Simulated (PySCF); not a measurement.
Si(F)2(OH)(OMe) (CH4F2O2Si), SMILES CO[Si](O)(F)F.

The structure is a stationary point at PBE-D3(BJ)/def2-SVP. The structure was generated by enumeration, and PubChem lists no compound with its InChIKey, so it may never have been made. The values are those of a single conformer.

Computed with PBE-D3(BJ)/def2-SVP (PySCF 2.14.0).

Frequencies are harmonic and unscaled.

```
mode  ν (cm⁻¹)  IR (km/mol)   moving atoms (share of kinetic energy)
----  --------  -----------  ---------------------------------------
1           44          3.2           C 26 %, O 26 %, H 24 %, F 21 %
2           82          2.3                                   H 93 %
3          143          8.6           C 29 %, O 25 %, F 22 %, H 21 %
4          175         62.5                           H 74 %, F 13 %
5          249          2.9                           O 50 %, F 46 %
6          290         46.0                   F 44 %, O 24 %, H 22 %
7          334         48.6          F 35 %, O 31 %, Si 17 %, H 13 %
8          357         45.0                  O 40 %, F 36 %, Si 22 %
9          394         17.5                  O 36 %, F 32 %, Si 21 %
10         698          7.6                   O 45 %, F 37 %, C 10 %
11         767        148.9                           H 68 %, O 23 %
12         918        137.4  Si 43 %, F 18 %, H 16 %, O 12 %, C 11 %
13         937        177.5                  Si 49 %, F 41 %, O 10 %
14         975        166.0                  Si 50 %, O 24 %, F 22 %
15        1130        135.6                   H 47 %, C 26 %, O 24 %
16        1138         12.2                           H 74 %, C 19 %
17        1184        208.4                   O 39 %, H 32 %, C 25 %
18        1422          3.3                                   H 94 %
19        1425          5.3                                   H 93 %
20        1428          3.5                                   H 93 %
21        2944         53.8                                   H 97 %
22        3026         25.2                           H 90 %, C 10 %
23        3060         19.6                           H 90 %, C 10 %
24        3780        100.0                                   H 94 %
```
